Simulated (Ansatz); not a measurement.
Reaction (formal exchange of groups at a C–O bond): `CO[CH2][ZnH]` + `[AlH2][BH][GeH3]` → `[CH3][GeH2][BH][AlH2]` + `O[CH2][ZnH]`

Program: Ansatz. Geometries: PBE0-D4/def2-TZVP. ΔE: electronic, gas phase. CCSD(T)/CBS adds triple-zeta CCSD(T) − MP2 to the extrapolated MP2 energy (def2 sets, frozen cores). Functionals use def2-TZVPP. B3LYP here is the variant with VWN-RPA as its local correlation; programs differ in this. For Ge, Zn outer-core shells are correlated without core-valence functions, which leaves a few kJ/mol of doubt a bond. Scalar relativity is left out up to krypton. Each species was taken in one conformer, which may not be the lowest.

| level | ΔE (kcal/mol) | difference from CCSD(T)/CBS |
| --- | --- | --- |
| PBE-D4 | -13.2 | 0.6 |
| r2SCAN-D4 | -13.0 | 0.8 |
| PBE0-D4 | -13.0 | 0.8 |
| B3LYP-D4 | -12.0 | 1.8 |
| ωB97X-V | -11.6 | 2.2 |
| ωB97M-V | -12.6 | 1.2 |
| B2PLYP | -12.5 | 1.3 |
| PBE | -13.1 | 0.7 |
| r2SCAN | -13.0 | 0.8 |
| PBE0 | -12.9 | 0.9 |
| B3LYP | -11.9 | 1.9 |
| HF/def2-TZVPP | -9.6 | 4.2 |
| MP2/def2-TZVPP | -14.4 | -0.6 |
| SCS-MP2/def2-TZVPP | -13.0 | 0.8 |
| CCSD/def2-TZVPP | -12.7 | 1.1 |
| CCSD(T)/def2-TZVPP | -13.0 | 0.8 |
| HF/def2-QZVPP | -9.4 | 4.4 |
| MP2/def2-QZVPP | -14.8 | -1.0 |
| SCS-MP2/def2-QZVPP | -13.4 | 0.4 |
| HF/CBS(def2) | -9.4 | 4.4 |
| MP2/CBS(def2) | -15.2 | -1.4 |
| CCSD/CBS(def2) | -13.5 | 0.3 |
| CCSD(T)/CBS | -13.8 | 0 |

Largest T1 diagnostic among the species: 0.014.

In def2-TZVPP, CCSD(T) changes the Hartree–Fock value by −3.4 kcal/mol (the triples alone add −0.3 kcal/mol) and MP2 by −4.8 kcal/mol.
